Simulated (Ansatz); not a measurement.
`CC(C)[O][Sn][OH]` at its PBE0-D4/def2-TZVP geometry, where that method's forces vanish. The species carries charge 0 and has multiplicity 1. Sn takes the def2 core potential.

```xyz
14

C    -1.1269    0.0718    0.1752
C     0.1026    0.5300   -0.5903
C     0.8983    1.5514    0.2026
O     0.9515   -0.5225   -0.9664
Sn    1.3585   -2.4363   -0.7257
O    -0.1281   -3.0754    0.4203
H    -1.7952    0.9149    0.3669
H    -0.8422   -0.3493    1.1450
H    -1.6868   -0.6736   -0.3953
H    -0.2399    1.0101   -1.5194
H     0.2919    2.4320    0.4306
H     1.2391    1.1138    1.1456
H     1.7746    1.8694   -0.3643
H    -0.7973   -2.4363    0.6754
```

Problem. What forces (eV/Å) does PBE-D4/def2-TZVPP give on these atoms in Ansatz 0.2.0? (Estimate.)

Solution. Ansatz gave: 
```
C1  -0.075 -0.009  0.018
C2  -0.154  0.130  0.083
C3   0.037  0.061  0.018
O4   0.260  0.177 -0.269
Sn5  0.479 -0.328 -0.226
O6  -0.079 -0.589  0.213
H7  -0.147  0.164  0.046
H8   0.054 -0.082  0.189
H9  -0.116 -0.142 -0.105
H10 -0.073  0.112 -0.210
H11 -0.111  0.177  0.046
H12  0.067 -0.083  0.184
H13  0.177  0.073 -0.103
H14 -0.317  0.339  0.115
```
